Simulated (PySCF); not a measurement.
Cadmium: a sound run and one with changed settings

Sound run: Cd⁺ [Kr] 4d10 5s1, Cd²⁺ [Kr] 4d10. Calculation: PySCF 2.14, in def2-TZVP with the def2 core potential (28 electrons); scalar relativity through the core potential. In the sound run the correlated levels freeze 4s2 4p6 outside the core potential. The sound run starts from symmetry-adapted Hartree-Fock orbitals and uses a fine grid where one is needed.

A second run was set up differently.

| species | method | sound run (hartree) | changed run (hartree) | converged |
| --- | --- | --- | --- | --- |
| Cd⁺ | UHF | -166.61424 | -166.61424 | yes |
| Cd⁺ | MN15 | -167.09550 | -167.09550 | yes |
| Cd⁺ | PBE | -167.45414 | -167.45414 | yes |
| Cd⁺ | MP2 | -166.90300 | -166.86246 | yes |
| Cd⁺ | CCSD(T) | -166.89390 | -166.89390 | yes |
| Cd²⁺ | UHF | -166.04146 | -166.04146 | yes |
| Cd²⁺ | MN15 | -166.46775 | -166.46775 | yes |
| Cd²⁺ | PBE | -166.81303 | -166.81303 | yes |
| Cd²⁺ | MP2 | -166.30094 | -166.26696 | yes |
| Cd²⁺ | CCSD(T) | -166.29400 | -166.29400 | yes |

Ionisation energy of Cd⁺:

```json
{"method": "UHF", "sound run (eV)": "15.586", "changed run (eV)": "15.586"}
{"method": "MN15", "sound run (eV)": "17.082", "changed run (eV)": "17.082"}
{"method": "PBE", "sound run (eV)": "17.446", "changed run (eV)": "17.446"}
{"method": "MP2", "sound run (eV)": "16.383", "changed run (eV)": "16.204"}
{"method": "SCS-MP2", "sound run (eV)": "16.244", "changed run (eV)": "16.091"}
{"method": "CCSD", "sound run (eV)": "16.294", "changed run (eV)": "16.294"}
{"method": "CCSD(T)", "sound run (eV)": "16.324", "changed run (eV)": "16.324"}
```

What was changed?
A. level shift left on
B. a valence shell is frozen
C. minimal basis
D. radial grid too coarse

A. It used initial guess 1e, at most 50 SCF cycles, level shift 0.5 hartree. A level shift leaves the converged SCF energy unchanged but raises the virtual orbital energies, which shrinks MP2 if it is not removed.
